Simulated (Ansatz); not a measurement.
Worked example: AuCl + C2H2F2 → AuF + C2H2ClF

Species: AuCl (gold monochloride), singlet; C2H2F2 `F/C=C/F`, singlet; AuF, singlet; C2H2ClF (1-chloro-2-fluoroethylene) `F/C=C/Cl`, singlet. The partners trade Cl for F: Au–Cl and C–F bonds give way to Au–F and C–Cl.

Shapes, held fixed at every level: PBE0-D4/def2-TZVP. Programs: Ansatz 0.2.0. The zero-point and thermal change to 298 K, harmonic and unscaled (PBE0-D4/def2-TZVP), is -2.4 kJ/mol.

At CCSD(T)/def2-TZVPP; 1 Eh = 2625.50 kJ/mol:

| species | energy (Eh) |
| --- | --- |
| AuCl | -595.120519 |
| C2H2F2 | -276.702119 |
| AuF | -235.081290 |
| C2H2ClF | -636.699239 |

**Question.** Work out ΔH(298 K) of the reaction at this level.

**Answer.** 
1. Products less reactants: (-235.081290) + (-636.699239) − [(-595.120519) + (-276.702119)] = 0.042109 Eh = +110.6 kJ/mol.
2. With the thermal change: +110.6 + (-2.4) = +108.2 kJ/mol.

Other levels give +103.0 (r2SCAN-D4/def2-TZVPP) to +114.3 kJ/mol (r2SCAN0-D4/def2-TZVPP). No measured value is set beside it here. T1 is large for AuCl, AuF, so single-reference values are less sure there. For atoms past krypton def2 sets carry core potentials with scalar relativity. Correlated rows may include outer-core shells of Au, which these sets cover unevenly.
